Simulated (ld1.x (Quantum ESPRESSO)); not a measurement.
**Fe (Z = 26) PAW: all-electron and pseudo phase curves**

* Element: iron (Fe)
* Generator: ld1.x (Quantum ESPRESSO) 7.5
* Type: PAW
* Functional: PBE
* Relativity: fully relativistic
* Frozen core: [Ne] 3s2
* Valence charge: 14
* Reference configuration: 3p6 3d6 4s2 4p0
* Partial waves: 4s (bound): rcut 2.00, rcutus 2.60 bohr; 4s channel at 1.9 Ry: rcut 2.00, rcutus 2.60 bohr; 3p (bound): rcut 1.35, rcutus 1.55 bohr; 4p (bound, empty): rcut 1.35, rcutus 1.55 bohr; 3d (bound): rcut 1.35, rcutus 1.90 bohr; 3d channel at 0.15 Ry: rcut 1.35, rcutus 1.90 bohr
* Local potential: all-electron potential smoothed inside 1.15 bohr (lloc = -1)
* Core correction: Bessel-smoothed model core inside 0.80 bohr
* Augmentation charge: BESSEL, radius 1.45 bohr

Open shells are filled in proportion to 2j + 1 (rel_dist='average').

The phase is arctan(r·u′/u) with u = r·R(r), unwrapped; energies in Ry, scanned from -6 to 5 Ry. A pole is an energy at which the radial function vanishes at the test radius. The pseudo phase is shifted by a multiple of π to meet the all-electron one at the reference energy, and phase errors are pseudo minus all-electron; the curves can meet again beyond the range given. Levels narrower than the energy grid can be missing from the lists of poles.

| channel | radius (bohr) | reference energy (Ry) | poles, all-electron | poles, pseudo | unbroken range about the reference energy with phases within 0.05 rad | phase error 1 Ry above the reference energy (rad) |
| --- | --- | --- | --- | --- | --- | --- |
| s | 2.85 | -0.39 | 0.92 | 0.92 | the whole range | +0.000 |
| d3/2 | 2.85 | -0.56 | -0.48, 3.37 | -0.48, 3.25 | below 4.3 | -0.000 |
| d5/2 | 2.85 | -0.55 | -0.47, 3.38 | -0.47, 3.27 | below 4.4 | -0.000 |

The ghost test of this file was not conclusive.

Phases in the d5/2 channel:

```csv
E (Ry),all-electron,pseudo
-6.00,1.429,1.429
-5.48,1.423,1.423
-4.96,1.416,1.416
-4.44,1.407,1.407
-3.92,1.397,1.397
-3.40,1.384,1.384
-2.88,1.369,1.369
-2.36,1.348,1.348
-1.84,1.319,1.319
-1.32,1.268,1.268
-0.80,1.086,1.086
-0.28,-1.780,-1.780
0.24,-1.976,-1.976
0.76,-2.276,-2.276
1.28,-3.260,-3.268
1.80,-4.230,-4.239
2.32,-4.515,-4.522
2.84,-4.636,-4.646
3.36,-4.710,-4.724
3.88,-4.770,-4.793
4.40,-4.830,-4.878
4.92,-4.910,-5.046
```
